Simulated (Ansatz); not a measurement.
```yaml
crystal:
  periodic: [false, false, false]
  atoms:
    - {symbol: Cu, position_ang: [-0.180901, 2.392818, 0.353982]}
    - {symbol: Cu, position_ang: [-2.394155, -0.214305, 0.210268]}
    - {symbol: Cu, position_ang: [2.394578, 0.213260, -0.204274]}
    - {symbol: Cu, position_ang: [0.180330, -2.391437, -0.359987]}
    - {symbol: S, position_ang: [1.912914, 2.239592, 0.136099]}
    - {symbol: S, position_ang: [2.221404, -1.870325, -0.491000]}
    - {symbol: S, position_ang: [-2.222458, 1.871918, 0.478230]}
    - {symbol: S, position_ang: [-1.911702, -2.241531, -0.123318]}
basis:
  gaussian: {orbitals: def2-TZVP, initial_orbitals: start.molden}
correlation: {method: mp2, frozen_orbitals: {Cu: 9, S: 5}}
scf: {omitted_lower_state_checks: [starts]}
output: {orbitals: {seedname: orbitals}}
```

The file start.molden holds the orbitals of an earlier run on this structure, at another level or in another basis.

```sh
$ ansatz run in.yaml --threads 4 --pin off --events-out ev --progress --plain --max-ram 4787MiB
```

Problem. Does this run fit into the memory that it is given?

Solution. No. It has 328 basis functions, and Ansatz plans for 5.29 GiB where 4.67 GiB are given.
